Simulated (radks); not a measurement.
The numbers below are computed, except where a source is named.
Isoelectronic series with 62 electrons, all held in the configuration [Xe] 4f6 6s2, which need not be the ground one along the series. Code: a radial shooting solver on a logarithmic mesh with Libxc functionals. Model: Dirac Kohn-Sham, LDA (Slater exchange, Perdew-Wang correlation), spin-unpolarised, spherical densities, finite nucleus; open shells fill j = l - 1/2 first; Fermi nuclear charge, rms radius of each element as measured or else 0.836 A^(1/3) + 0.57 fm. Total energies (hartree) and mean radii <r> (bohr) (* marks an orbital that is empty in some or all of the ions):

ion    E (hartree)  4f7/2*   4f5/2  6s1/2  5p3/2   5p1/2
Sm     -10426.6629   1.037   1.013  4.267  1.697   1.596
Eu+    -10843.7252  0.8939  0.8822  3.563  1.605   1.514
Gd2+   -11270.5726  0.8120  0.8032  3.130  1.518   1.435
Tb3+   -11707.2829  0.7523  0.7450  2.824  1.439   1.362
Dy4+   -12153.7757  0.7051  0.6986  2.591  1.369   1.298
Ho5+   -12610.2571  0.6660  0.6601  2.404  1.307   1.239
Er6+   -13076.7064  0.6327  0.6272  2.248  1.251   1.186
Tm7+   -13553.2590  0.6037  0.5986  2.116  1.200   1.138
Yb8+   -14039.9060  0.5781  0.5732  2.002  1.153   1.093
Lu9+   -14536.7954  0.5552  0.5505  1.902  1.111   1.053
Hf10+  -15044.0579  0.5346  0.5300  1.813  1.072   1.015
Ta11+  -15561.7251  0.5157  0.5112  1.733  1.036  0.9806
W12+   -16089.9033  0.4985  0.4941  1.661  1.002  0.9482

4f7/2 drops below 6s1/2 between Sm and Eu+. 4f7/2 drops below 5p3/2 between Dy4+ and Ho5+. 4f7/2 drops below 5p1/2 between Ho5+ and Er6+. 4f5/2 drops below 6s1/2 between Sm and Eu+.
